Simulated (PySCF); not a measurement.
Relaxation of singlet BF3

Level of theory: wB97X in PySCF with B def2-TZVP, F def2-TZVP; no relativity; density-fitted integrals. A (50,194) grid was used.

A hand-made trigonal planar start, of D3h symmetry, held to at least that symmetry:

```xyz
4
charge 0 multiplicity 1, angstrom
B     0.0000    0.0000    0.0000
F     1.4900    0.0000    0.0000
F    -0.7450    1.2904    0.0000
F    -0.7450   -1.2904    0.0000
```

(1) What forces act on the atoms at the start (eV/Å)?

(2) What does it relax to?

(3) How much energy is released, and in how many steps?

Results:

(1) 
```tsv
atom	Fx	Fy	Fz
B1	0.00	0.00	0.00
F2	-5.75	0.00	0.00
F3	2.88	-4.99	0.00
F4	2.88	4.99	0.00
```

(2) It ends at D3h with B–F 1.316 Å (×3); F–B–F 120.0° (×3). A frequency run shows a minimum.

(3) 171.8 kJ/mol in 4 steps.
